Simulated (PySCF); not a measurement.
C2H4BrGa, SMILES C=[CH][GaH][Br].

The structure is a stationary point at PBE-D3(BJ)/def2-SVP. One conformer was computed; it need not be the lowest.

Method: PBE-D3(BJ)/def2-SVP (PySCF 2.14.0).

Frequencies are harmonic and unscaled.

Computed vibrational spectrum:
```
mode  ν (cm⁻¹)  IR (km/mol)  Raman (Å⁴/amu)  depolarisation  moving atoms (share of kinetic energy)
----  --------  -----------  --------------  --------------  --------------------------------------
1           66          0.1             7.1            0.75                          C 53 %, H 36 %
2           80          1.1             1.2            0.74        Ga 36 %, C 32 %, Br 17 %, H 15 %
3          239          3.3            10.2            0.33                 C 56 %, Br 25 %, H 16 %
4          309         35.2             4.1            0.34                Ga 51 %, Br 28 %, C 13 %
5          395          3.2             1.6            0.75                                  H 96 %
6          490         49.6            11.7            0.75                          H 70 %, C 24 %
7          542        114.6             6.2            0.22                 H 51 %, C 32 %, Ga 17 %
8          611         37.2            11.7            0.51                          H 65 %, C 31 %
9          957         26.6             0.2            0.75                          H 72 %, C 28 %
10         962         10.7             4.2            0.61                          H 87 %, C 13 %
11        1010         12.9             0.1            0.75                                  H 93 %
12        1209          3.7             9.4            0.16                          H 72 %, C 28 %
13        1368         14.4            34.8            0.44                          H 83 %, C 17 %
14        1598         15.9            13.6            0.09                          C 84 %, H 16 %
15        1933        132.7           185.0            0.18                                  H 99 %
16        3036         16.0           174.4            0.17                                  H 95 %
17        3085          2.4           127.2            0.36                           H 92 %, C 8 %
18        3125          7.6           127.0            0.58                          H 89 %, C 11 %
```
